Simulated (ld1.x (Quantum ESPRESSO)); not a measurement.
The numbers below are computed, except where a source is named.
**Hardness and transferability of assorted potentials**

Generated with ld1.x 7.5 (TM, RRKJ, ultrasoft, PAW), atompaw 4.2 or ONCVPSP 4.0.1. The cutoff is in Ry: for ld1.x and atompaw files where the sum of valence levels is converged to 10 mRy in a Bessel basis, for ONCV files where the hardest occupied wave has 1 mHa per electron of residual kinetic energy. The error is the largest all-electron minus pseudo excitation energy over each file’s own four to seven test configurations (ionisations up to +4, promotions, holes and added fractions of an electron), all of which were solved. The labels leave out finer settings (local radius, basis sizes, second energies), which also bear on the numbers. Spin-polarised tests are not counted. The rows are a selection from randomly drawn settings: files with unsolved tests, undetermined cutoffs or missed reference levels are left out.

A true bound ghost makes a file unfit for plane-wave use even where its test errors are small: the radial tests pick states by their node count and pass the ghost by.

```csv
element,potential,cutoff (Ry),largest error (meV),bound ghosts
V,"TM, PBEsol, scalar-relativistic, rc 2.20/0.95/1.70 (spd), local smoothed, core correction no, reference 3p6 3d3 4s0.5 4p0",100,-48,s
In,"TM semilocal, Wu–Cohen, scalar-relativistic, rc 2.00/2.00/2.00 (spd), local s, core correction no, reference 5s1.75 5p1.25",21,+82,none
Sb,"TM, PBE, scalar-relativistic, rc 1.90/2.50 (sp), local s, core correction no, reference 5s2 5p3",25,+36,none
Tm,"PAW, LDA (PZ), scalar-relativistic, rc 1.70/2.45/3.45 (spd), local smoothed, core correction yes, reference 5s2 5p6 5d1 6s0.5 6p0",18,-60,none
```

(1) Fill in the row for Bi: PAW, PBE, scalar-relativistic, rc 2.25/2.40/1.75 (spd), local smoothed, core correction yes, reference 5d10 6s2 6p3.

(2) Fill in the row for Li: PAW, PBE, scalar-relativistic, rc 3.00/4.65/4.75 (spd), local smoothed, core correction yes, reference 2s1 2p0.

Results:

(1) cutoff 40 Ry, largest error +118 meV, bound ghosts: none.

(2) cutoff 6 Ry, largest error -1.1 meV, bound ghosts: none.
